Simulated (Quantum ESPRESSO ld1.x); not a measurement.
Values are calculated unless marked as measured or tabulated.
The caesium ion Cs2+, 53 electrons, occupied as [Kr] 4d10 5s2 5p5 (the NIST ground configuration).

Code: ld1.x of Quantum ESPRESSO 7.5. Model: Dirac Kohn-Sham, relativistic LDA (MacDonald-Vosko exchange, VWN5 correlation), spin-unpolarised, spherical densities, point nucleus; open shells are shared between the two j in proportion to 2j + 1.

Energy parts (hartree):
part                     energy
total                  -7771.64
kinetic                 8251.87
electron-nucleus      -18861.82
Hartree                 3012.56
exchange-correlation    -174.25

Orbitals (lengths in bohr, moments of r in powers of bohr; r(90%) holds 90 % of the orbital's charge):
| orbital | occ. | eigenvalue (hartree) | <r^4> | <r^2> | <1/r> | r(90%) |
|---|---|---|---|---|---|---|
| 1s1/2 | 2 | -1307.33 | 2.278e-06 | 0.0009319 | 59.17 | 0.0472 |
| 2s1/2 | 2 | -205.816 | 0.0003813 | 0.01486 | 13.87 | 0.174 |
| 2p1/2 | 2 | -193.915 | 0.0002413 | 0.01094 | 13.86 | 0.155 |
| 2p3/2 | 4 | -181.097 | 0.0002935 | 0.01221 | 12.70 | 0.163 |
| 3s1/2 | 2 | -43.2958 | 0.01605 | 0.1028 | 4.972 | 0.441 |
| 3p1/2 | 2 | -38.2798 | 0.01510 | 0.09735 | 4.889 | 0.435 |
| 3p3/2 | 4 | -35.8225 | 0.01755 | 0.1052 | 4.601 | 0.452 |
| 3d3/2 | 4 | -26.9351 | 0.01387 | 0.08733 | 4.465 | 0.427 |
| 3d5/2 | 6 | -26.4107 | 0.01454 | 0.08958 | 4.391 | 0.432 |
| 4s1/2 | 2 | -8.66879 | 0.4389 | 0.5473 | 2.035 | 1.00 |
| 4p1/2 | 2 | -6.86227 | 0.5307 | 0.5927 | 1.929 | 1.05 |
| 4p3/2 | 4 | -6.35589 | 0.6170 | 0.6390 | 1.834 | 1.09 |
| 4d3/2 | 4 | -3.40296 | 1.073 | 0.8029 | 1.601 | 1.26 |
| 4d5/2 | 6 | -3.31854 | 1.128 | 0.8231 | 1.578 | 1.27 |
| 5s1/2 | 2 | -1.57181 | 15.69 | 3.262 | 0.7759 | 2.45 |
| 5p1/2 | 1.66667 | -1.11046 | 27.03 | 4.217 | 0.6772 | 2.82 |
| 5p3/2 | 3.33333 | -1.04248 | 31.70 | 4.571 | 0.6462 | 2.93 |

The highest occupied level is 5p3/2 at -28.367 eV. The density falls to 0.001 e/bohr^3 at r = 3.81 bohr. Summed over all electrons, <r^2> = 43.58 bohr^2, which gives a Langevin (diamagnetic) susceptibility term of -34.5 x 10^-6 cm^3/mol. For comparison, the ionisation energy in NIST's Atomic Spectra Database is 33.195 eV (semi-empirical). In exact Kohn-Sham theory the highest level is minus the ionisation energy, but local and semilocal functionals leave it too shallow, through self-interaction and a potential that decays too fast; potentials with the right tail come closer.

Beside tabulated values, note that spin-unpolarised runs miss the spin-polarisation part of the exchange energy of open shells.
